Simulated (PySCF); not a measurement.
Computed IR spectrum (relative IR intensity) of a molecule C6H10. Coordinates come from a PBE-D3(BJ)/def2-SVP optimisation. Other conformers were not sampled. Calculation: PySCF with PBE-D3(BJ)/def2-SVP. No scaling factor is applied to the harmonic values.

```csv
ν (cm⁻¹),relative intensity
423,19
658,19
756,13
786,28
824,6.4
884,100
895,12
910,14
975,4.6
988,34
1016,18
1044,34
1072,9.4
1078,4.0
1095,18
1151,15
1319,5.0
1344,3.0
1366,7.1
1388,23
1410,19
1417,17
1443,6.3
1666,63
2966,98
3046,48
3057,13
3059,55
3068,37
3076,95
3151,19
3170,30
```

Question: Pick the molecule that these values belong to.
A. CCC1=CCC1
B. C=CC(C)C=C
C. C=C[C@H]1C[C@H]1C
D. C=C=CC(C)C

Answer: C, C=C[C@H]1C[C@H]1C
